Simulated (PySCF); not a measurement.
C$_{6}$H$_{12}$O$_{3}$, charge +1, quartet, at a GFN2-xTB geometry of the parent state (a state made from the parent by changing its charge; the spin is typed, not shown lowest); DF-BLYP/3-21G (PySCF).

Input for PySCF:
```python
from pyscf import gto, scf, dft

mol = gto.M(
    atom='''
C     3.31664536    1.04528576    0.08548677
O     2.35758882    0.04980383    0.33459253
C     1.11766463    0.32446859   -0.26815282
C     0.12075824   -0.76171008    0.15069742
C     0.56859278   -2.14034251   -0.30453814
O    -1.15387104   -0.49479461   -0.44562435
C    -1.94831639    0.40114729    0.15008231
C    -3.24990067    0.53499897   -0.59702382
O    -1.65560794    1.00652072    1.14614736
H     2.99169205    2.01727611    0.47603834
H     3.51573573    1.14651092   -0.98887000
H     4.22567410    0.73385033    0.59558524
H     1.21354759    0.33361044   -1.36633882
H     0.74081764    1.30656199    0.05552595
H     0.01488437   -0.72621779    1.24189884
H    -0.11794572   -2.89988917    0.05850621
H     0.59452523   -2.17901577   -1.39047307
H     1.56279398   -2.32996452    0.08699485
H    -3.04985766    0.85502697   -1.61637503
H    -3.88494813    1.25900006   -0.09655512
H    -3.74446127   -0.43207692   -0.63617226
''',
    basis='3-21g',
    charge=1,
    spin=3,
    verbose=4,
)

mf = dft.UKS(mol)
mf.xc = 'blyp'
mf = mf.density_fit(auxbasis='def2-universal-jkfit')
mf.kernel()
mf.analyze()
```

The log (banner, timings and long lists left out):

```
PySCF version 2.14.0

[INPUT] verbose = 4
[INPUT] num. atoms = 21
[INPUT] num. electrons = 71
[INPUT] charge = 1
[INPUT] spin (= nelec alpha-beta = 2S) = 3
[INPUT] symmetry False subgroup None
[INPUT] Mole.unit = angstrom
[INPUT] Symbol           X                Y                Z      unit          X                Y                Z       unit  Magmom
[...]
nuclear repulsion = 482.254738868036
number of shells = 69
number of NR pGTOs = 171
number of NR cGTOs = 105
basis = 3-21g
ecp = {}

******** <class 'pyscf.df.df_jk.DFUKS'> ********
method = DFUKS
initial guess = minao
damping factor = 0
level_shift factor = 0
DIIS = <class 'pyscf.scf.diis.CDIIS'>
diis_start_cycle = 1
diis_space = 8
diis_damp = 0
SCF conv_tol = 1e-09
SCF conv_tol_grad = None
SCF max_cycles = 50
direct_scf = False
number electrons alpha = 37  beta = 34
XC library pyscf.dft.libxc version 7.1.2
    S. Lehtola, C. Steigemann, M. J. T. Oliveira, and M. A. L. Marques,  SoftwareX 7, 1–5 (2018)
XC functionals = blyp
    A. D. Becke,  Phys. Rev. A 38, 3098 (1988)
    C. Lee, W. Yang, and R. G. Parr,  Phys. Rev. B 37, 785 (1988)
    B. Miehlich, A. Savin, H. Stoll, and H. Preuss,  Chem. Phys. Lett. 157, 200 (1989)
radial grids:
    Treutler-Ahlrichs [JCP 102, 346 (1995); DOI:10.1063/1.469408] (M4) radial grids

becke partition: Becke, JCP 88, 2547 (1988); DOI:10.1063/1.454033
pruning grids: <function nwchem_prune>
grids dens level: 3
symmetrized grids: False
atomic radii adjust function: <function treutler_atomic_radii_adjust>
small_rho_cutoff = 0
Set gradient conv threshold to 3.16228e-05
tot grids = 244656
init E= -459.496318982629

cycle= 1 E= -457.921568570437  delta_E= 1.57  |g|= 0.755  |ddm|= 3.21

cycle= 2 E= -447.280348201154  delta_E= 10.6  |g|=  3.2  |ddm|= 8.05

cycle= 3 E= -457.970768391745  delta_E= -10.7  |g|= 0.775  |ddm|= 7.75

cycle= 4 E= -458.119976286455  delta_E= -0.149  |g|= 0.512  |ddm|= 0.893

cycle= 5 E= -458.239427766055  delta_E= -0.119  |g|= 0.327  |ddm|= 0.876

cycle= 6 E= -458.156336495419  delta_E= 0.0831  |g|= 0.472  |ddm|= 1.06

cycle= 7 E= -458.232114632656  delta_E= -0.0758  |g|= 0.305  |ddm|= 0.384

cycle= 8 E= -458.294547793313  delta_E= -0.0624  |g|= 0.0959  |ddm|= 0.418

cycle= 9 E= -458.298345584779  delta_E= -0.0038  |g|= 0.0735  |ddm|= 0.247

cycle= 10 E= -458.245803930287  delta_E= 0.0525  |g|= 0.271  |ddm|= 0.609

cycle= 11 E= -458.275361212405  delta_E= -0.0296  |g|= 0.19  |ddm|= 0.203

cycle= 12 E= -458.247745987312  delta_E= 0.0276  |g|= 0.267  |ddm|= 0.187

cycle= 13 E= -458.241656328078  delta_E= 0.00609  |g|= 0.282  |ddm|= 0.04

cycle= 14 E= -458.251672558826  delta_E= -0.01  |g|= 0.259  |ddm|= 0.0651

cycle= 15 E= -458.289829710724  delta_E= -0.0382  |g|= 0.129  |ddm|= 0.283

cycle= 16 E= -458.301269319372  delta_E= -0.0114  |g|= 0.00772  |ddm|= 0.227

cycle= 17 E= -458.299761314939  delta_E= 0.00151  |g|= 0.0468  |ddm|= 0.0849

cycle= 18 E= -458.301068548769  delta_E= -0.00131  |g|= 0.018  |ddm|= 0.0521

cycle= 19 E= -458.301103352212  delta_E= -3.48e-05  |g|= 0.0166  |ddm|= 0.0612

cycle= 20 E= -458.301226883807  delta_E= -0.000124  |g|= 0.00994  |ddm|= 0.012

cycle= 21 E= -458.301293890629  delta_E= -6.7e-05  |g|= 0.000764  |ddm|= 0.0161

cycle= 22 E= -458.301281465752  delta_E= 1.24e-05  |g|= 0.00428  |ddm|= 0.00885

cycle= 23 E= -458.301294290353  delta_E= -1.28e-05  |g|= 8.39e-05  |ddm|= 0.00743

cycle= 24 E= -458.301294290531  delta_E= -1.78e-10  |g|= 8.1e-05  |ddm|= 0.000306

cycle= 25 E= -458.301294293738  delta_E= -3.21e-09  |g|= 5.1e-05  |ddm|= 0.000239

cycle= 26 E= -458.301294293104  delta_E= 6.34e-10  |g|= 5.86e-05  |ddm|= 2.03e-05

cycle= 27 E= -458.301294295041  delta_E= -1.94e-09  |g|= 2.54e-05  |ddm|= 5.85e-05

cycle= 28 E= -458.301294295414  delta_E= -3.72e-10  |g|= 9.93e-06  |ddm|= 2.74e-05

Extra cycle  E= -458.30129386523  delta_E= 4.3e-07  |g|= 0.000797  |ddm|= 0.0014
SCF not converged.
SCF energy = -458.30129386523 after 50 cycles  <S^2> = 3.7537492  2S+1 = 4.0018742
**** SCF Summaries ****
[...]
Total Energy =                        -458.301293865230377
[...]
spin_pop of  6 C 3py       0.00137
spin_pop of  6 C 3pz       0.00024
spin_pop of  7 C 1s       -0.00000
spin_pop of  7 C 2s        0.00018
spin_pop of  7 C 3s        0.00005
spin_pop of  7 C 2px       0.05475
spin_pop of  7 C 2py      -0.00372
spin_pop of  7 C 2pz       0.04837
spin_pop of  7 C 3px       0.00062
spin_pop of  7 C 3py       0.00071
spin_pop of  7 C 3pz       0.00071
spin_pop of  8 O 1s       -0.00001
spin_pop of  8 O 2s        0.01226
spin_pop of  8 O 3s       -0.00017
spin_pop of  8 O 2px       0.62094
spin_pop of  8 O 2py       0.34886
spin_pop of  8 O 2pz       0.11913
spin_pop of  8 O 3px       0.00082
spin_pop of  8 O 3py       0.00085
spin_pop of  8 O 3pz       0.00067
spin_pop of  9 H 1s        0.03686
spin_pop of  9 H 2s        0.00031
spin_pop of  10 H 1s        0.03552
spin_pop of  10 H 2s        0.00037
spin_pop of  11 H 1s        0.00048
spin_pop of  11 H 2s        0.00002
spin_pop of  12 H 1s        0.02512
spin_pop of  12 H 2s        0.00053
spin_pop of  13 H 1s        0.04250
spin_pop of  13 H 2s        0.00072
spin_pop of  14 H 1s        0.00600
spin_pop of  14 H 2s        0.00051
spin_pop of  15 H 1s        0.00088
spin_pop of  15 H 2s        0.00005
spin_pop of  16 H 1s        0.00182
spin_pop of  16 H 2s        0.00010
spin_pop of  17 H 1s        0.00715
spin_pop of  17 H 2s        0.00020
spin_pop of  18 H 1s        0.04630
spin_pop of  18 H 2s        0.00056
spin_pop of  19 H 1s       -0.00350
spin_pop of  19 H 2s        0.00031
spin_pop of  20 H 1s        0.04927
spin_pop of  20 H 2s        0.00057
 ** Mulliken Spin Density (per atom)  **
spin density of  0 C =      0.00444
spin density of  1 O =      0.42081
spin density of  2 C =      0.03613
spin density of  3 C =      0.00934
spin density of  4 C =      0.02754
spin density of  5 O =      0.40751
spin density of  6 C =      0.63655
spin density of  7 C =      0.10167
spin density of  8 O =      1.10336
spin density of  9 H =      0.03717
spin density of  10 H =      0.03589
spin density of  11 H =      0.00051
spin density of  12 H =      0.02565
spin density of  13 H =      0.04322
spin density of  14 H =      0.00652
spin density of  15 H =      0.00093
spin density of  16 H =      0.00192
spin density of  17 H =      0.00734
spin density of  18 H =      0.04686
spin density of  19 H =     -0.00319
spin density of  20 H =      0.04984
 ** Mulliken pop alpha/beta on meta-lowdin orthogonal AOs **
 ** Mulliken pop       alpha | beta **
In total            37.00000 | 34.00000
 ** Mulliken atomic charges   ( Nelec_alpha | Nelec_beta ) **
charge of  0C =     -0.08792  (     3.04618      3.04174 )
charge of  1O =     -0.12608  (     4.27345      3.85263 )
charge of  2C =      0.01319  (     3.01147      2.97534 )
charge of  3C =      0.11765  (     2.94585      2.93650 )
charge of  4C =     -0.28214  (     3.15484      3.12730 )
charge of  5O =     -0.16340  (     4.28545      3.87794 )
charge of  6C =      0.14518  (     3.24568      2.60913 )
charge of  7C =     -0.25048  (     3.17607      3.07441 )
charge of  8O =     -0.03076  (     4.56706      3.46370 )
charge of  9H =      0.14928  (     0.44394      0.40677 )
charge of  10H =      0.14877  (     0.44356      0.40767 )
charge of  11H =      0.15832  (     0.42109      0.42059 )
charge of  12H =      0.13869  (     0.44348      0.41783 )
charge of  13H =      0.14486  (     0.44918      0.40596 )
charge of  14H =      0.12412  (     0.44120      0.43468 )
charge of  15H =      0.13640  (     0.43227      0.43134 )
charge of  16H =      0.12326  (     0.43933      0.43741 )
charge of  17H =      0.13316  (     0.43709      0.42975 )
charge of  18H =      0.13014  (     0.45836      0.41150 )
charge of  19H =      0.14075  (     0.42803      0.43122 )
charge of  20H =      0.13699  (     0.45642      0.40658 )

WARN: System has nonzero charge 1; the dipole moment is origin-dependent.
Location of origin: [0. 0. 0.]

Dipole moment(X, Y, Z, Debye):  3.70711,  1.53683, -1.15897
```

The run did not converge; its last values are not results.
